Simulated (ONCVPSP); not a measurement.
**Transferability test, ONCV potential for Sb (Z = 51)**

- Element: antimony (Sb)
- Generator: ONCVPSP 4.0.1
- Type: optimised norm-conserving Vanderbilt (ONCV)
- Functional: LDA (Perdew-Wang 92)
- Relativity: scalar-relativistic
- Frozen core: [Ar] 3d10
- Valence charge: 23
- Reference configuration: 4s2 4p6 4d10 5s1.5 5p3.5
- Partial waves: 4s+5s: rc 1.20 bohr, ncon 4, nbas 8, qcut 9.9 1/bohr, 2 projectors; 4p+5p: rc 1.15 bohr, ncon 4, nbas 7, qcut 14.1 1/bohr, 2 projectors; 4d: rc 1.02 bohr, ncon 3, nbas 7, qcut 8.5 1/bohr, local
- Local potential: the d channel
- Core correction: Teter function fitted to the true core (icmod 2), fcfact 0.5

Energies are relative to the spin-unpolarised reference configuration 4s2 4p6 4d10 5s1.5 5p3.5; without spin polarisation the order of configurations can differ from experiment.

| valence configuration | charge | ΔE all-electron (eV) | error AE − PS (meV) |
| --- | --- | --- | --- |
| 4s2 4p6 4d10 5s2 5p3 | 0 | -4.076 | +0.1 |
| 4s2 4p6 4d10 5s2 5p2 | +1 | 4.438 | -1.2 |
| 4s2 4p6 4d10 5s2 5p1 | +2 | 20.686 | -4.2 |

**Question.** What are ΔE and the potential's error for 4s2 4p6 4d9 5s2 5p4?

**Answer.** ΔE = 26.940 eV all-electron; the error (AE − PS) is -4.2 meV.
